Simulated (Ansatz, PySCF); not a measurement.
C4H5ClSi, SMILES ClC(=C)[SiH2]C#C. Atoms are numbered in the order given.

```xyz
11

C      0.3990    -3.3590     0.0000
C     -0.1370    -2.2664     0.0000
Si    -0.9194    -0.6076     0.0000
C      0.4317     0.6987     0.0000
C      1.7467     0.4748     0.0000
Cl    -0.2022     2.3271     0.0000
H      0.8667    -4.3280     0.0000
H     -1.7656    -0.4447     1.2154
H     -1.7656    -0.4447    -1.2154
H      2.4757     1.2903     0.0000
H      2.1153    -0.5549     0.0000
```

Geometry optimised at PBE0-D3(BJ)/def2-SVP. This is a generated structure with no PubChem entry under its InChIKey; it may be hypothetical. Other conformers were not sampled.

Two levels are set side by side: PBE-D3(BJ)/def2-SVP (Ansatz, a program for electronic structure) and PBE0-D3(BJ)/def2-SVP (Ansatz). Each level has its own optimised geometry; the coordinates shown are those of the second. Frequencies come from the Hessian of PySCF at each geometry. Differences are taken from unrounded values.

```
quantity                            PBE0-D3(BJ)  PBE-D3(BJ)  PBE-D3(BJ) minus PBE0-D3(BJ)
----------------------------------  -----------  ----------  ----------------------------
mean bond length (Å)                      1.425       1.435                         0.010
bond C1–C2 (Å)                            1.217       1.229                         0.012
bond C2–Si3 (Å)                           1.834       1.838                         0.004
bond Si3–C4 (Å)                           1.879       1.889                         0.010
bond C4–C5 (Å)                            1.334       1.345                         0.011
bond C4–Cl6 (Å)                           1.748       1.761                         0.014
bond C1–H7 (Å)                            1.076       1.083                         0.007
bond Si3–H8 (Å)                           1.490       1.501                         0.011
bond Si3–H9 (Å)                           1.490       1.501                         0.011
bond C5–H10 (Å)                           1.094       1.102                         0.008
bond C5–H11 (Å)                           1.094       1.102                         0.008
highest harmonic wavenumber (cm⁻¹)         3473        3389                           -84
mean harmonic wavenumber (cm⁻¹)            1137        1096                           -41
zero-point energy (kcal/mol)              43.87       42.30                         -1.57
```

GGA bonds tend to be longer and softer than those of functionals with exact exchange. Differences between two approximate levels are no errors against the true value.
